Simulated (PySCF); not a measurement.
# A survey of ¹⁷O NMR shifts

Single conformer, relativity neglected, rapidly exchanging positions averaged, gas phase. Shielding tensors at PBE0/pcSseg-1 (GIAO); structure optimised with GFN2-xTB; PySCF 2.14.

Shieldings were converted by a linear fit to measured shifts: ¹⁷O: δ = 266.70 − 0.911σ (rms 10.7 ppm, 155 shifts, 12.2 ppm with the 3 outliers that the fit left out vs liquid water, solution or neat liquid). Occasional misses reach two or three times the rms, and more in compound classes unlike the fitted ones.

(1) Give the ¹⁷O shifts of `O1[SiH2][SiH2][SiH2][SiH2][SiH2]1`.

(2) Order these by ¹⁷O shift, lowest first.
A. NC(=O)[C@H]1CC[Si]1(N)N
B. N#CC(F)(F)[C@@H]1C[SiH2]O[SiH2]1
C. CP(C)/C=C/[P@H](=S)CO

Answers

(1) 
| compound | environment | δ (ppm) |
| --- | --- | --- |
| O1[SiH2][SiH2][SiH2][SiH2][SiH2]1 | oxygen bonded to 2 Si, in a 6-membered ring | -43.8 |

(2) C (-38.2 ppm, alcohol oxygen), B (-6.5 ppm, oxygen bonded to 2 Si, in a 5-membered ring), A (320.4 ppm, amide-type carbonyl oxygen).

In solution the two oxygens of a carboxylic acid give one averaged line by proton exchange, and hydrogen bonding shields acid and N–H amide carbonyl oxygens by tens of ppm; neither is in these numbers.
